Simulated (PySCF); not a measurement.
# What a mistake does to a calculation on AlC2GeH7

Calculated results; nothing here was measured. They come from PySCF 2.14.0, an open-source quantum chemistry program, on an isolated molecule that a program drew, which may never have been made. The molecule is AlC2GeH7 (charge 0, singlet), drawn as the SMILES string `C[CH2][GeH2][Al]`.

Each row is a Hartree-Fock (HF) and frozen-core CCSD(T) single point in the cc-pV(D+d)Z basis, meant for a local HF minimum. Run 1 is clean. Each other run has one planted mistake out of seven kinds, and not every kind appears here: one electron removed, one electron added, multiplicity raised by two, geometry at a saddle point, minimal basis STO-3G, one bond length entered in bohr, all coordinates scaled. The reference is restricted for singlets and unrestricted otherwise, and also for a bond in bohr. Adding or removing an electron swaps singlet and doublet. Electrons count all cores. HOMO and LUMO are orbital energies over both spins, the gradient is its largest component, and the lowest frequency (negative if imaginary) is given only where the gradient is small. Bond lengths are over the 10 bonds as drawn. T1 is the CCSD diagnostic: over 0.02 (restricted) or 0.045 (unrestricted) a single reference is doubtful. Germanium has the cc-pVDZ-PP basis, with a core potential (ECP10MDF) in place of its 10 inner electrons, and its 3s, 3p and 3d shells are frozen in CCSD(T).

Geometry of the clean run:
```xyz
11
AlC2GeH7, angstrom
C     1.6730    0.0917    2.6310
C     1.5098    0.0025    1.1117
Ge   -0.3381   -0.4471    0.5111
Al   -1.3214   -2.7605    1.2990
H     1.0079    0.8452    3.0610
H     1.4477   -0.8613    3.1202
H     2.6960    0.3618    2.9082
H     1.7853    0.9535    0.6483
H     2.1905   -0.7499    0.7018
H    -1.2484    0.7231    0.9721
H    -0.3342   -0.3550   -1.0378
```

```
run  electrons  basis functions  <S^2>  HOMO (eV)  LUMO (eV)  gradient (hartree/bohr)  lowest frequency (cm^-1)  mean bond (Å)  longest bond (Å)      T1  HF (hartree)  CCSD(T) (hartree)                          mistake
  1         64              109  0.000      -7.19       0.55                  3.0e-05                        55         1.4733             2.634  0.0115    -615.07902         -615.59394                         no fault
  2         65              109  0.946      -0.58       5.65                  2.1e-02                         -         1.4733             2.634  0.0413    -615.07950         -615.60322               one electron added
  3         64              109  0.990      -7.40       0.48                  2.0e-02                         -         1.5705             2.634  0.0712    -614.95921         -615.46952  one bond length entered in bohr
  4         63              109  0.786     -14.12      -5.61                  4.5e-02                         -         1.4733             2.634  0.0160    -614.84462         -615.32997             one electron removed
  5         64              109  0.000      -7.24       0.48                  2.1e-02                         -         1.5204             2.719  0.0116    -615.07054         -615.59055                                ?
```

**Which mistake was planted in run 5, and what did it cost?**

The mean and the longest bond both change by the same factor, 1.032, and the gradient is no longer small. So the mistake is: all coordinates scaled. Subtracting run 1 and multiplying by 627.51 kcal/mol a hartree, the energy moved by 5.3 kcal/mol in HF and 2.1 kcal/mol in CCSD(T).

Cautions from the logs. Run 3: T1 is over the limit, so its CCSD(T) energy is less reliable.
